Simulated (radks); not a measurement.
All-electron atom: Pd3+ in [Kr] 4d4 5s1.5 5p1.5 (fractional occupations, a model configuration).

All-electron calculation, scalar-relativistic Kohn-Sham, PBE, spin-unpolarised, spherical densities, finite nucleus; Fermi nuclear charge, rms radius 4.5318 fm. Program: a radial shooting solver on a logarithmic mesh with Libxc functionals.

Energy parts (hartree):
total: -5041.34203
kinetic: 5229.40759
electron-nucleus: -12089.19894
Hartree: 1959.91328
exchange-correlation: -141.46396

Orbitals (lengths in bohr, moments of r in powers of bohr; r(90%) holds 90 % of the orbital's charge):
| orbital | occ. | eigenvalue (hartree) | r(90%) | <r^4> | <r> | <r^2> |
|---|---|---|---|---|---|---|
| 1s | 2 | -890.3461 | 0.0571 | 4.884e-06 | 0.03185 | 0.001371 |
| 2s | 2 | -132.0055 | 0.214 | 0.0008748 | 0.1383 | 0.02256 |
| 2p | 6 | -118.5912 | 0.196 | 0.0006270 | 0.1206 | 0.01777 |
| 3s | 2 | -25.68133 | 0.559 | 0.04149 | 0.3791 | 0.1644 |
| 3p | 6 | -21.27253 | 0.570 | 0.04459 | 0.3784 | 0.1664 |
| 3d | 10 | -14.27715 | 0.566 | 0.04351 | 0.3571 | 0.1521 |
| 4s | 2 | -5.29383 | 1.33 | 1.357 | 0.9221 | 0.9596 |
| 4p | 6 | -3.98907 | 1.46 | 1.938 | 0.9959 | 1.129 |
| 4d | 4 | -2.06748 | 1.83 | 4.764 | 1.202 | 1.682 |
| 5s | 1.5 | -1.36887 | 3.14 | 42.15 | 2.204 | 5.427 |
| 5p | 1.5 | -1.04947 | 3.61 | 73.00 | 2.518 | 7.104 |

The highest occupied level is 5p at -28.558 eV. The electron density at the nucleus is 1.361e+05 e/bohr^3 (large components only). The density falls to 0.001 e/bohr^3 at r = 3.98 bohr.
